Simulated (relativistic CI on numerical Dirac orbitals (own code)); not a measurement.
# What each ingredient does to the levels of Hf XLIV

Base calculation: Dirac-Coulomb-Breit CI, separate exchange-only KLI orbitals for each configuration, model QED (radiative potential, 1s self-energy scaled to tabulated hydrogen-like ionisation energies), unscaled Slater integrals.

Configuration list (outside the closed core [Ar]): 3d10 4s, 3d10 4p, 3d10 4d, 3d10 4f, 3d10 5s, 3d10 5p, 3d10 5d, 3d10 5f, 3d10 5g, 3d9 4p2, 3d10 6s, 3d10 6p, 3d10 6d, 3d8 4s 4p2, 3d9 4s2, 3d9 4p 4d. Levels of other configurations are missing.

Variants: (1) non-relativistic limit. Shifts of the energy above 3d10 4s 2S_1/2, in eV, for the lowest level and the first level of each name with at least 55 % of one term (blank where a level changes its place among those of its configuration and J or its character, or is not in the variant):

| Level | Base | Δ(1) |
| --- | --- | --- |
| 3d10 4s 2S_1/2 | 0.00 | 0.00 |
| 3d10 4p 2P°_1/2 | 92.80 | -11.15 |
| 3d10 4p 2P°_3/2 | 180.34 | -98.69 |
| 3d10 4d 2D_3/2 | 324.39 | -104.22 |
| 3d10 4d 2D_5/2 | 342.97 | -122.80 |
| 3d10 4f 2F°_5/2 | 497.10 | -122.01 |
| 3d10 4f 2F°_7/2 | 501.62 | -126.53 |
| 3d10 5s 2S_1/2 | 890.99 | -64.49 |
| 3d10 5p 2P°_1/2 | 935.90 | -69.27 |
| 3d10 5p 2P°_3/2 | 976.91 | -110.29 |
| 3d10 5d 2D_3/2 | 1045.48 | -112.71 |
| 3d10 5d 2D_5/2 | 1054.46 | -121.69 |
| 3d10 5f 2F°_5/2 | 1122.72 | -121.30 |
| 3d10 5f 2F°_7/2 | 1125.37 | -123.95 |

At this charge energies of transitions that change n are usually good to better than 1 %, and those within a shell (Δn = 0) to a few per cent.

Ionisation energy from the two ground configurations alone: base 2218.99 eV. The NIST ASD value (semi-empirical) is 2218.9 eV.

LS names give the leading component of a level, which can be under half, so a name can repeat, a term be missing and a line seem to break the LS rules.
